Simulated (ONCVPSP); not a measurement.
# What one change does to a pseudopotential (manganese, ONCV)

* Element: Mn
* Generator: ONCVPSP 4.0.1
* Type: optimised norm-conserving Vanderbilt (ONCV)
* Functional: PBEsol
* Relativity: scalar-relativistic
* Frozen core: [Ne]
* Valence charge: 15
* Reference configuration: 3s2 3p6 3d5 4s1.5 4p0.5
* Partial waves: 3s+4s: rc 1.20 bohr, ncon 4, nbas 7, qcut 12.8 1/bohr, 2 projectors; 3p+4p: rc 1.55 bohr, ncon 4, nbas 9, qcut 7.6 1/bohr, 2 projectors; 3d: rc 1.55 bohr, ncon 3, nbas 8, qcut 8.1 1/bohr, 1 projector
* Local potential: polynomial inside 1.10 bohr (lpopt 5, dvloc0 1 Ha)
* Core correction: Teter function, fcfact 4.75, rcfact 1.35

All-electron outer shells of the reference configuration (PBEsol, scalar-relativistic, ld1.x):

```tsv
shell	level (eV)	outermost node (bohr)	outermost maximum (bohr)
2s	-743.91	0.08	0.23
2p	-630.56	–	0.19
3s	-86.48	0.34	0.74
3p	-55.32	0.31	0.75
3d	-7.60	–	0.76
4s	-5.65	1.05	2.47
4p	-1.76	1.16	3.34
```

Change: s: qcut 19.7.

Cutoffs: the cutoffs (Ha) at which the residual kinetic energy of the hardest occupied pseudo-wave falls to 1 and 0.1 mHa per electron; they do not see the model core or the augmentation charge, which bear on the density cutoff. Errors are all-electron minus pseudo energies relative to the spin-unpolarised reference configuration.

Problem. Predict the effect on cutoff, ghosts and configuration errors.

Solution. The potential gets harder (48 Ha and 60 Ha → 50 Ha and 69 Ha); the lowest positive-energy flag moves from none to s at 43.5 eV; the errors of the 4 common tests hardly move; neither file shows a bound ghost. The waves are optimised to have the least kinetic energy above qcut, so the cutoff follows it (qcut²/2 in Ha).

| quantity | base | changed |
| --- | --- | --- |
| cutoff, loose | 48 Ha | 50 Ha |
| cutoff, tight | 60 Ha | 69 Ha |
| loose cutoff by channel | s 48 Ha, p 24 Ha, d 30 Ha | s 50 Ha, p 24 Ha, d 30 Ha |
| bound ghosts | none | none |
| GHOST(+) flags under 300 eV | none | s at 43.5 eV |
| error for 3s2 3p6 3d5 4s2 4p0, meV [ΔE -1.92 eV] | +0.3 | +0.3 |
| error for 3s2 3p6 3d5 4s1 4p0, meV [ΔE 6.52 eV] | +0.3 | +0.3 |
| error for 3s2 3p6 3d5 4s0 4p0, meV [ΔE 22.03 eV] | +5.1 | +5.3 |
| error for 3s2 3p6 3d6 4s0 4p0, meV [ΔE 4.86 eV] | +40 | +41 |
| s: phases at 1.22 bohr within 0.05 rad from the reference energy up to (Ha; the scan ends near 5) | to the end of the scan | n/a |
| p: phases at 1.57 bohr within 0.05 rad from the reference energy up to (Ha; the scan ends near 5) | to the end of the scan | to the end of the scan |
| d: phases at 1.57 bohr within 0.05 rad from the reference energy up to (Ha; the scan ends near 5) | 1.0 | 1.0 |
| rms error of d²Exc/dni dnj with the model core, mHa | 0.39 | 0.44 |
